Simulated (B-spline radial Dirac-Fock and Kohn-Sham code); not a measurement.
**What relativity does to the binding energies of Pb¹⁴⁺**

System: lead as Pb¹⁴⁺ in the configuration [Xe] 4f14.

Both columns are ΔSCF binding energies of the configuration average from a radial atomic solver: non-relativistic Hartree-Fock with a point nucleus, and Dirac-Fock with a finite nucleus and the Coulomb interaction alone, averaged over the two j levels with weights 2j+1.

```
shell  Hartree-Fock (eV)  Dirac-Fock (eV)  shift (eV)  shift (%)
   1s            79805.2          88787.7    +8982.48     +11.26
   2s            13799.6          16225.6    +2425.95     +17.58
   2p            13276.1          14097.6     +821.56      +6.19
   3s             3549.1           4160.5     +611.39     +17.23
   3p             3300.5           3532.4     +231.97      +7.03
   3d             2841.3           2819.0      -22.29      -0.78
   4s             1029.1           1186.5     +157.38     +15.29
   4p              918.6            975.0      +56.42      +6.14
   4d              715.1            707.8       -7.21      -1.01
   4f              439.4            420.1      -19.27      -4.39
   5s              379.6            416.5      +36.89      +9.72
   5p              334.2            346.0      +11.78      +3.53
```

Relativity binds 1s, 2s, 2p, 3s, 3p, 4s, 4p, 5s, 5p more strongly, among those listed most of all 2s in relative terms, and 3d, 4d, 4f more weakly, because the contracted s and p shells screen the nucleus better.

Values without a named source are computed, but for edge energies of neutral atoms, which are taken from tables.
